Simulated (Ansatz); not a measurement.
`N[SiH](Cl)[GeH2][F]` and `N[SiH](Cl)N[SiH3]` differ in one atom or group.

Ansatz, PBE0-D4/def2-TZVP geometries, multiplicity 1. Each molecule was computed in one conformer, which needn't be the lowest.

Scalar relativity is left out up to krypton.

```tsv
property	`N[SiH](Cl)[GeH2][F]`
HOMO–LUMO gap (B3LYP/def2-TZVPP) / eV	7.01
HOMO–LUMO gap (PBE/def2-TZVPP) / eV	5.27
HOMO energy (PBE/def2-TZVPP) / eV	-6.71
size of the dipole moment (ωB97M-V/def2-TZVPP) / D	2.17
LUMO energy (ωB97M-V/def2-TZVPP) / eV	1.25
HOMO energy (PBE0/def2-TZVPP) / eV	-8.01
```

Question: What does the change do to each property? (An estimate is asked.)

Answer: Computed: 
```tsv
property	`N[SiH](Cl)N[SiH3]`	shift
HOMO–LUMO gap (B3LYP/def2-TZVPP) / eV	7.67	0.66
HOMO–LUMO gap (PBE/def2-TZVPP) / eV	5.95	0.68
HOMO energy (PBE/def2-TZVPP) / eV	-6.39	0.32
size of the dipole moment (ωB97M-V/def2-TZVPP) / D	2.59	0.42
LUMO energy (ωB97M-V/def2-TZVPP) / eV	1.92	0.67
HOMO energy (PBE0/def2-TZVPP) / eV	-7.75	0.26
```

With PBE0 the HOMO rises by 0.26 eV and the LUMO rises by 0.98 eV, so the gap widens by about 0.72 eV. PBE moves the HOMO by 0.32 eV and ωB97M-V by 0.07 eV. Dipoles are sizes alone; their direction can turn.

B3LYP here is the variant with VWN-RPA as its local correlation; programs differ in this.
